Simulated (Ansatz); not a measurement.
System: C$_{4}$H$_{2}$BrSe (charge 0, doublet). It need not be the lowest isomer of its formula. 
Geometry from a B3LYP-D3(BJ)/def2-TZVP (Ansatz, a first-principles code) optimisation:
```xyz
8

Br     2.0516    -1.1671     0.3850
C      0.3584    -0.3635     0.1070
C     -0.8509    -1.0798     0.2295
C     -2.0142    -0.4689     0.0238
Se    -1.6402     1.3476    -0.4110
C      0.1815     0.9401    -0.2256
H     -3.0274    -0.8296     0.0669
H      0.9394     1.6906    -0.3774
```
Charge 0, spin multiplicity 2.

Wanted: atomisation energy (electronic, to ground-state atoms), in kcal/mol. Valence correlation only, unless marked. Open shells are spin-unrestricted. No spin-orbit coupling. Frozen are the shells of the preceding noble gas and the d and f shells that filled before the atom's block. Non-relativistic. The coupled-cluster limit lacks core correlation, which all-electron functionals hold. Basis-set limits of correlation are two-point, X^-3; Hartree-Fock from the larger set.

```tsv
level	program	atomisation energy (kcal/mol)
B3LYP/def2-TZVPD	Ansatz	774.5
```

Problem. Estimate the value at CCSD(T)/CBS(cc-pVTZ,cc-pVQZ) as computed with Ansatz.

Solution. 781.5 kcal/mol, so B3LYP/def2-TZVPD differs from it by -7.0 kcal/mol.
